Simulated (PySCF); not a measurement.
H$_{5}$PSi, quintet, geometry from GFN2-xTB of the parent state (a higher spin typed on purpose: for a closed-shell molecule this is an excited state) (in this run its highest filled SCF level lies above zero, so its values depend strongly on the basis, on diffuse functions most of all); HF/STO-3G run with PySCF.

Input for PySCF:
```python
from pyscf import gto, scf

mol = gto.Mole()
mol.atom = '''
    Si   -1.05846784    0.09179922    0.22155758
    P     1.09953350   -0.07240592   -0.33991659
    H    -1.78374110   -0.88506019   -0.58934952
    H    -1.47836332    1.45493704   -0.09998404
    H    -1.30634760   -0.17269873    1.64099048
    H     1.32050240   -1.26744102    0.31993206
    H     1.57349692    0.67116259    0.72535376
'''
mol.basis = 'sto-3g'
mol.spin = 4
mol.verbose = 5
mol.build()

mf = scf.UHF(mol)
mf.kernel()
mf.analyze()
```

Output, abridged:

```
PySCF version 2.14.0

[INPUT] verbose = 5
[INPUT] max_memory = 4000
[INPUT] num. atoms = 7
[INPUT] num. electrons = 34
[INPUT] charge = 0
[INPUT] spin (= nelec alpha-beta = 2S) = 4
[INPUT] symmetry False subgroup None
[INPUT] Mole.unit = angstrom
[INPUT] Symbol           X                Y                Z      unit          X                Y                Z       unit  Magmom
[...]
[INPUT] ---------------- BASIS SET ----------------
[INPUT] l, kappa, [nprim/nctr], expnt,             c_1 c_2 ...
[INPUT] H
[...]
                                0.62391373        0.53532814
                                0.1688554         0.44463454
[INPUT] P
[...]
                                85.31338559       0.5353281423
                                23.08913156       0.4446345422
[...]
                                6.514182577       0.3995128261
                                2.118614352       0.7001154689
[...]
                                0.4863213771      0.2255954336
                                0.1903428909      0.900398426
[...]
                                6.514182577       0.6076837186
                                2.118614352       0.3919573931
[...]
                                0.4863213771      0.5951670053
                                0.1903428909      0.462001012
[INPUT] Si
[...]
                                74.28083305       0.5353281423
                                20.10329229       0.4446345422
[...]
                                5.389706871       0.3995128261
                                1.752899952       0.7001154689
[...]
                                0.4125648801      0.2255954336
                                0.1614750979      0.900398426
[...]
                                5.389706871       0.6076837186
                                1.752899952       0.3919573931
[...]
                                0.4125648801      0.5951670053
                                0.1614750979      0.462001012

nuclear repulsion = 91.4629947214219
number of shells = 15
number of NR pGTOs = 69
number of NR cGTOs = 23
basis = sto-3g
ecp = {}

******** <class 'pyscf.scf.uhf.UHF'> ********
method = UHF
initial guess = minao
damping factor = 0
level_shift factor = 0
DIIS = <class 'pyscf.scf.diis.CDIIS'>
diis_start_cycle = 1
diis_space = 8
diis_damp = 0
SCF conv_tol = 1e-09
SCF conv_tol_grad = None
SCF max_cycles = 50
direct_scf = True
direct_scf_tol = 1e-13
number electrons alpha = 19  beta = 15
[...]
converged SCF energy = -624.745525032114  <S^2> = 6.0041228  2S+1 = 5.0016488
Total Energy =                        -624.745525032113733
[...]
1 P 2px          0.00564   0.00210  -0.00532
1 P 2py         -0.00020   0.01612   0.00491
1 P 2pz         -0.00257   0.00337  -0.02015
1 P 3px         -0.15662  -0.06822   0.17798
1 P 3py          0.00524  -0.52277  -0.13794
1 P 3pz          0.07265  -0.10933   0.54850
2 H 1s           0.10195   0.29481  -0.04120
3 H 1s           0.10195  -0.29481  -0.04120
4 H 1s          -0.55109  -0.00000   0.13704
5 H 1s          -0.13611  -0.33109  -0.48003
6 H 1s          -0.13611   0.33109  -0.48003

To work with the spin densities directly, `use mulliken_meta_spin()` only printing them here.

 ** Mulliken spin pop alpha/beta on meta-lowdin orthogonal AOs **
 ** Mulliken Spin Density (per AO)  **
spin_pop of  0 Si 1s        0.00000
spin_pop of  0 Si 2s        0.00003
spin_pop of  0 Si 3s        0.18948
spin_pop of  0 Si 2px       0.00042
spin_pop of  0 Si 2py      -0.00005
spin_pop of  0 Si 2pz      -0.00004
spin_pop of  0 Si 3px       0.70439
spin_pop of  0 Si 3py       0.03253
spin_pop of  0 Si 3pz       0.02802
spin_pop of  1 P 1s        0.00006
spin_pop of  1 P 2s        0.00700
spin_pop of  1 P 3s        0.24361
spin_pop of  1 P 2px       0.00056
spin_pop of  1 P 2py       0.00040
spin_pop of  1 P 2pz       0.00011
spin_pop of  1 P 3px       0.95637
spin_pop of  1 P 3py       0.50286
spin_pop of  1 P 3pz       0.57136
spin_pop of  2 H 1s        0.01179
spin_pop of  3 H 1s        0.01179
spin_pop of  4 H 1s        0.00851
spin_pop of  5 H 1s        0.36540
spin_pop of  6 H 1s        0.36540
 ** Mulliken Spin Density (per atom)  **
spin density of  0 Si =      0.95478
spin density of  1 P =      2.28233
spin density of  2 H =      0.01179
spin density of  3 H =      0.01179
spin density of  4 H =      0.00851
spin density of  5 H =      0.36540
spin density of  6 H =      0.36540
 ** Mulliken pop alpha/beta on meta-lowdin orthogonal AOs **
 ** Mulliken pop       alpha | beta **
[...]
In total            19.00000 | 15.00000
 ** Mulliken atomic charges   ( Nelec_alpha | Nelec_beta ) **
charge of  0Si =      0.38967  (     7.28256      6.32777 )
charge of  1P =      0.40580  (     8.43826      6.15594 )
charge of  2H =     -0.13601  (     0.57390      0.56211 )
charge of  3H =     -0.13601  (     0.57390      0.56211 )
charge of  4H =     -0.14199  (     0.57525      0.56674 )
charge of  5H =     -0.19073  (     0.77806      0.41267 )
charge of  6H =     -0.19073  (     0.77806      0.41267 )
Dipole moment(X, Y, Z, Debye):  0.22442,  0.32631, -1.70035
```
